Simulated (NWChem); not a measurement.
All runs are NWChem calculations. System: HFSi, charge 0, spin multiplicity 1, at a geometry optimised with B3LYP/def2-SVP. The structure started from a generated list of species. Level: CCSD(T)/aug-cc-pVDZ, 6 core orbitals frozen.

Output (cleaned and shortened):

```
             Northwest Computational Chemistry Package (NWChem) 7.3.0
             --------------------------------------------------------

                                NWChem Input Module
                                -------------------

 Scaling coordinates for geometry "geometry" by  1.889725989
 (inverse scale =  0.529177249)

 Turning off AUTOSYM since
 SYMMETRY directive was detected!

                             Geometry "geometry" -> ""
                             -------------------------

 Output coordinates in angstroms (scale by  1.889725989 to convert to a.u.)

  No.       Tag          Charge          X              Y              Z
 ---- ---------------- ---------- -------------- -------------- --------------
    1 Si                  14.0000    -0.45574600     0.40583200     0.00000000
    2 H                    1.0000     0.55187400     1.58048300     0.00000000
    3 F                    9.0000     0.64761900    -0.80690400     0.00000000

 Effective nuclear repulsion energy (a.u.)      47.4476547834

            Nuclear Dipole moment (a.u.)
            ----------------------------
        X                 Y               Z
 ---------------- ---------------- ----------------
     0.0000018897    -0.0000094486     0.0000000000

      Symmetry information
      --------------------

 Group name             Cs
 Group number              2
 Group order               2
 No. of unique centers     3

      Symmetry unique atoms

     1    2    3


 Summary of "ao basis" -> "" (spherical)
 ------------------------------------------------------------------------------
       Tag                 Description            Shells   Functions and Types
 ---------------- ------------------------------  ------  ---------------------
 *                        aug-cc-pvdz                 on all atoms

 Summary of "ao basis" -> "ao basis" (spherical)
 ------------------------------------------------------------------------------
       Tag                 Description            Shells   Functions and Types
 ---------------- ------------------------------  ------  ---------------------
 Si                       aug-cc-pvdz               11       27   5s4p2d
 H                        aug-cc-pvdz                5        9   3s2p
 F                        aug-cc-pvdz                9       23   4s3p2d

                                 NWChem SCF Module
                                 -----------------

  ao basis        = "ao basis"
  functions       =    59
  atoms           =     3
  closed shells   =    12
  open shells     =     0
  charge          =   0.00
  wavefunction    = RHF
  use symmetry    = T
  symmetry adapt  = T

 Summary of "ao basis" -> "ao basis" (spherical)
 ------------------------------------------------------------------------------
       Tag                 Description            Shells   Functions and Types
 ---------------- ------------------------------  ------  ---------------------
 Si                       aug-cc-pvdz               11       27   5s4p2d
 H                        aug-cc-pvdz                5        9   3s2p
 F                        aug-cc-pvdz                9       23   4s3p2d

      Symmetry analysis of basis
      --------------------------

        a'         42
        a"         17

 Forming initial guess at       0.0s

      Superposition of Atomic Density Guess
      -------------------------------------

 Sum of atomic energies:        -388.72392104

      Non-variational initial energy
      ------------------------------

 Total energy =    -388.766761
 1-e energy   =    -634.297947
 2-e energy   =     198.083531
 HOMO         =      -0.236065
 LUMO         =      -0.066101

      Symmetry analysis of molecular orbitals - initial
      -------------------------------------------------

  Numbering of irreducible representations:

     1 a'          2 a"

  Orbital symmetries:

     1 a'          2 a'          3 a'          4 a'          5 a'
     6 a"          7 a'          8 a'          9 a'         10 a"
    11 a'         12 a'         13 a"         14 a'         15 a'
    16 a'         17 a"         18 a'         19 a'         20 a'
    21 a"         22 a'

 Starting SCF solution at       0.5s
[...]
    11      0.308374  1 Si pz                49     -0.166777  3 F  pz

 Vector   14  Occ=0.000000D+00  E= 5.068398D-02  Symmetry=a'
              MO Center= -6.6D-01, -3.5D-01,  1.1D-15, r^2= 1.7D+01
   Bfn.  Coefficient  Atom+Function         Bfn.  Coefficient  Atom+Function
  ----- ------------  ---------------      ----- ------------  ---------------
    30      3.799850  2 H  s                  5     -2.567933  1 Si s
    16     -1.437091  1 Si py                15     -1.061828  1 Si px
    13     -0.560619  1 Si py                29      0.502015  2 H  s
    40     -0.422408  3 F  s                  4     -0.258831  1 Si s
    23     -0.224940  1 Si d -2

 Vector   15  Occ=0.000000D+00  E= 5.109630D-02  Symmetry=a'
              MO Center= -1.0D+00,  1.5D+00, -3.7D-14, r^2= 1.4D+01
   Bfn.  Coefficient  Atom+Function         Bfn.  Coefficient  Atom+Function
  ----- ------------  ---------------      ----- ------------  ---------------
    16     -0.752970  1 Si py                15      0.739267  1 Si px
    30     -0.716596  2 H  s                  5      0.412696  1 Si s
    13      0.287381  1 Si py                48      0.220099  3 F  py
    47     -0.184111  3 F  px                40      0.166684  3 F  s

 center of mass
 --------------
 x =   0.00431416 y =  -0.09385394 z =   0.00000000

 moments of inertia (a.u.)
 ------------------
          69.195263984261          50.773182970562           0.000000000000
          50.773182970562          50.301140305031           0.000000000000
           0.000000000000           0.000000000000         119.496404289292

  Mulliken analysis of the total density
  --------------------------------------

    Atom       Charge   Shell Charges
 -----------   ------   -------------------------------------------------------
    1 Si  14    13.22   2.00  2.02  0.91  0.77  0.02  6.00  0.86  0.47  0.00  0.16  0.01
    2 H    1     1.12   0.73  0.37  0.02  0.01 -0.00
    3 F    9     9.66   2.00  0.88  1.05  0.09  3.31  2.23  0.08  0.00  0.02

       Multipole analysis of the density wrt the origin
       ------------------------------------------------

     L   x y z        total         open         nuclear
     -   - - -        -----         ----         -------
     0   0 0 0     -0.000000      0.000000     24.000000

     1   1 0 0     -0.226170      0.000000      0.000002
     1   0 1 0      0.461769      0.000000     -0.000009
     1   0 0 1      0.000000      0.000000      0.000000

     2   2 0 0    -16.459598      0.000000     24.951455
     2   1 1 0      0.100566      0.000000    -22.927155
     2   1 0 1     -0.000000      0.000000      0.000000
     2   0 2 0    -14.932224      0.000000     38.080286
     2   0 1 1     -0.000000      0.000000      0.000000
     2   0 0 2    -11.837385      0.000000      0.000000

                   NWChem Extensible Many-Electron Theory Module
                   ---------------------------------------------


            General Information
            -------------------
      Number of processors :     1
         Wavefunction type : Restricted Hartree-Fock
          No. of electrons :    24
           Alpha electrons :    12
            Beta electrons :    12
           No. of orbitals :   118
            Alpha orbitals :    59
             Beta orbitals :    59
        Alpha frozen cores :     6
         Beta frozen cores :     6
     Alpha frozen virtuals :     0
      Beta frozen virtuals :     0
         Spin multiplicity : singlet
    Number of AO functions :    59
       Number of AO shells :    25
        Use of symmetry is : on
      Symmetry adaption is : on
         Schwarz screening : 0.10D-09

          Correlation Information
          -----------------------
          Calculation type : Coupled-cluster singles & doubles w/ perturbation
   Perturbative correction : (T)
            Max iterations :      100
        Residual threshold : 0.10D-05
     T(0) DIIS level shift : 0.00D+00
     L(0) DIIS level shift : 0.00D+00
     T(1) DIIS level shift : 0.00D+00
     L(1) DIIS level shift : 0.00D+00
     T(R) DIIS level shift : 0.00D+00
     T(I) DIIS level shift : 0.00D+00
   CC-T/L Amplitude update :  5-th order DIIS
                I/O scheme : Global Array Library
        L-threshold :  0.10D-05
        EOM-threshold :  0.10D-05
 no EOMCCSD initial starts read in
 TCE RESTART OPTIONS
 SLICE:      F
 D4D5:       F
 quantumc:   F
 qrotation:  F
 pwtce:      F
 qducc:      F
 nacto:                         0
 nrotv:                         0
 nrot:                          0

            Memory Information
            ------------------
          Available GA space size is     249033319 doubles
          Available MA space size is     104853724 doubles

 Maximum block size supplied by input
 Maximum block size        24 doubles

 tile_dim =     16

 -------------------------------------------------
   1    alpha     a'     5 doubles       0       1
   2    alpha     a"     1 doubles       5       2
   3    beta      a'     5 doubles       6       1
   4    beta      a"     1 doubles      11       2
   5    alpha     a'    16 doubles      12       5
   6    alpha     a'    16 doubles      28       6
   7    alpha     a"    15 doubles      44       7
   8    beta      a'    16 doubles      59       5
   9    beta      a'    16 doubles      75       6
  10    beta      a"    15 doubles      91       7

 Global array virtual files algorithm will be used

 Parallel file system coherency ......... OK

 4-electron integrals stored in orbital form

 v2    file size   =          1079173
 4-index algorithm nr.  13 is used
 imaxsize =       30
 imaxsize ichop =        0


CCSD iterations
 ---------------------------------------------------------
 Iter          Residuum       Correlation     Cpu    Wall
 ---------------------------------------------------------
    1   0.1391952705520  -0.2925227454720     0.1     0.1
    2   0.0399672523861  -0.3034137580947     0.1     0.1
    3   0.0155859557902  -0.3105361398351     0.1     0.1
    4   0.0076384864146  -0.3120138096424     0.1     0.1
    5   0.0038274705288  -0.3129285097169     0.1     0.1
    6   0.0014202390504  -0.3134161882719     0.1     0.1
    7   0.0007264912157  -0.3135172175635     0.1     0.1
    8   0.0004307399661  -0.3135258632671     0.1     0.1
    9   0.0002671099718  -0.3135333198140     0.1     0.1
   10   0.0001691003066  -0.3135411828845     0.1     0.1
   11   0.0000355485136  -0.3135506628774     0.1     0.1
   12   0.0000174125299  -0.3135521922596     0.1     0.1
   13   0.0000095831849  -0.3135530262324     0.1     0.1
   14   0.0000058180703  -0.3135529273409     0.1     0.1
   15   0.0000035514122  -0.3135530051739     0.1     0.1
   16   0.0000009952360  -0.3135529104124     0.1     0.1
 -----------------------------------------------------------------
 Iterations converged
 CCSD correlation energy / hartree =        -0.313552910412423
 CCSD total energy / hartree       =      -389.277635078982712

 Singles contributions

 Doubles contributions
 CCSD(T)
 Using plain CCSD(T) code
             total no. of tasks           74
 total no. of tasks / no. procs           74
                         wl_min         3375           3.9
                         wl_max       512000           8.9
        thresh for no. of tasks           74

 CCSD[T]  correction energy / hartree =        -0.009073645448314
 CCSD[T] correlation energy / hartree =        -0.322626555860737
 CCSD[T] total energy / hartree       =      -389.286708724431037
 CCSD(T)  correction energy / hartree =        -0.007929294834012
 CCSD(T) correlation energy / hartree =        -0.321482205246434
 CCSD(T) total energy / hartree       =      -389.285564373816726

 Task  times  cpu:        4.4s     wall:        4.4s

 Total times  cpu:        4.4s     wall:        4.4s
```

### Question
Write an NWChem input that would produce this output.

### Answer
This is not unique; one that fits is 
```
start mol
memory heap 100 mb stack 700 mb global 1900 mb
geometry units angstroms nocenter noautoz
  Si    -0.455746     0.405832     0.000000
  H      0.551874     1.580483     0.000000
  F      0.647619    -0.806904     0.000000
  symmetry group Cs
end
basis spherical
  * library aug-cc-pvdz
end
scf
  rhf
  nopen 0
  maxiter 100
  thresh 1e-7
  semidirect memsize 60000000 filesize 0
end
tce
  freeze core 6
  ccsd(t)
  2eorb
  2emet 13
  thresh 1e-6
  maxiter 100
  tilesize 24
end
task tce energy
```
